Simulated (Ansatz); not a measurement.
Level of theory: Ansatz (a quantum-chemistry and plane-wave program) with frozen-core CCSD(T)/cc-pVDZ // B3LYP-D3(BJ)/def2-SVP. The restricted HF reference is unstable towards unrestricted orbitals.

Ansatz 0.2 input:
```yaml
crystal:
  periodic: [false, false, false]
  atoms:
    - { symbol: C, position_ang: [3.674172, -0.369865, -0.268391] }
    - { symbol: C, position_ang: [2.464089, -0.886062, -0.007943] }
    - { symbol: C, position_ang: [1.165563, -0.201725, -0.086816] }
    - { symbol: C, position_ang: [1.026064, 1.149636, -0.454784] }
    - { symbol: C, position_ang: [-0.225593, 1.748429, -0.523933] }
    - { symbol: C, position_ang: [-1.38513, 1.021565, -0.206487] }
    - { symbol: S, position_ang: [-3.003811, 1.758232, -0.325896] }
    - { symbol: C, position_ang: [-1.285489, -0.333399, 0.178619] }
    - { symbol: Si, position_ang: [-2.781248, -1.365847, 0.685879] }
    - { symbol: C, position_ang: [-0.00731, -0.912853, 0.217903] }
    - { symbol: H, position_ang: [3.816756, 0.667962, -0.581676] }
    - { symbol: H, position_ang: [4.575222, -0.980339, -0.175876] }
    - { symbol: H, position_ang: [2.406028, -1.936309, 0.300293] }
    - { symbol: H, position_ang: [1.908538, 1.743515, -0.700851] }
    - { symbol: H, position_ang: [-0.306299, 2.792973, -0.833859] }
    - { symbol: H, position_ang: [-2.604508, 3.043248, -0.200752] }
    - { symbol: H, position_ang: [-3.390688, -0.844414, 1.942538] }
    - { symbol: H, position_ang: [-2.30736, -2.761973, 0.90934] }
    - { symbol: H, position_ang: [-3.827518, -1.36998, -0.377258] }
    - { symbol: H, position_ang: [0.088523, -1.962795, 0.509948] }
basis:
  gaussian: { orbitals: cc-pVDZ }
correlation:
  method: ccsd_t
```

Output:

```
Functional definition: HF
1865 factors; integrals over basis functions are off by at most 1.1e-3 eV
mean field evaluation 1: about -27076.0192 eV, gradient 3.7e1 eV
mean field evaluation 2: about -27076.4542 eV, gradient 3.7e1 eV
mean field evaluation 4: about -27081.3682 eV, gradient 5.6e0 eV
mean field evaluation 8: about -27081.4744 eV, gradient 3.7e-1 eV
mean field evaluation 16: about -27080.9450 eV, gradient 5.5e0 eV
mean field -27081.47531906 eV, -995.2258614920 hartree, gradient 8.7e-6 eV, S^2 0.000000; 0 other end points of the search recorded, 0 dependent functions left out; unrestricted orbitals would lower it
18 core orbitals not correlated
reference -27081.47531906 eV, -995.2258614920 hartree; 26, 26 occupied and 154, 154 virtual orbitals, 1865 factors
second order -35.05036021 eV of doubles, -0.00000000 eV of singles
cycle   1  -35.81242770 eV  change   -7.6e-1 eV  update   1.6e-1
cycle   2  -36.94101332 eV  change    -1.1e0 eV  update   5.0e-2
cycle   3  -37.19080812 eV  change   -2.5e-1 eV  update   2.2e-2
cycle   4  -37.19341669 eV  change   -2.6e-3 eV  update   6.9e-3
cycle   5  -37.19556005 eV  change   -2.1e-3 eV  update   3.2e-3
cycle   6  -37.19636671 eV  change   -8.1e-4 eV  update   8.8e-4
cycle   7  -37.19600409 eV  change    3.6e-4 eV  update   3.4e-4
cycle   8  -37.19603796 eV  change   -3.4e-5 eV  update   1.3e-4
cycle   9  -37.19607743 eV  change   -3.9e-5 eV  update   5.8e-5
perturbative correction -1.62332986 eV, -0.0596562720 hartree
Total energy: -27120.29472635 eV, -996.6524483973 hartree
```

Cost: roughly 6 core-minutes.
